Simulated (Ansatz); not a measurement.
Coupled-cluster diagnostics for the cluster Be2Te2⁺ (the lowest doublet isomer of a short search), Ansatz.

Geometry of the doublet (r2SCAN-D4/def2-TZVP):

```xyz
4

Be   -0.689    0.794    0.245
Be    0.689   -0.794   -0.245
Te   -0.520   -0.972    1.683
Te    0.520    0.972   -1.683
```

In the def2 sets Te takes a core potential; there is no spin–orbit coupling. Correlated methods freeze 8 core orbitals; core or outer-core shells of Te are correlated, in sets that lack core-valence functions. The structure comes from a short search, and lower isomers may exist.

Geometry of the charge 1 quartet (r2SCAN-D4/def2-TZVP):

```xyz
4

Be   -0.649   -0.841   -0.710
Be    0.649    0.841    0.710
Te   -0.761   -0.822    1.669
Te    0.761    0.822   -1.669
```

(1) Estimate the CCSD(T) correlation energy, the shares of MP2 and (T), T1 and the reference's ⟨S²⟩ for: charge 1, doublet, own geometry in def2-TZVPP; charge 1, quartet, own geometry in def2-TZVPP; and the rough time on 4 threads of Arm Neoverse V1 on a shared host.

Answers

(1) 
| state | basis | correlation (eV) | MP2 share (%) | (T) share (%) | T1 | ⟨S²⟩ (pure) | wall time | remarks |
| --- | --- | --- | --- | --- | --- | --- | --- | --- |
| charge 1, doublet, own geometry | def2-TZVPP | -27.313 | 100.5 | 2.8 | 0.019 | 0.92 (0.75) | 24 s | spin-contaminated |
| charge 1, quartet, own geometry | def2-TZVPP | -26.568 | 100.1 | 2.5 | 0.017 | 3.83 (3.75) | 47 s | flagged by the program |
Customary marks for T1 are 0.02 (closed shells), 0.045 (open shells) and about 0.05 (3d metals). T1 stays under 0.02 throughout.
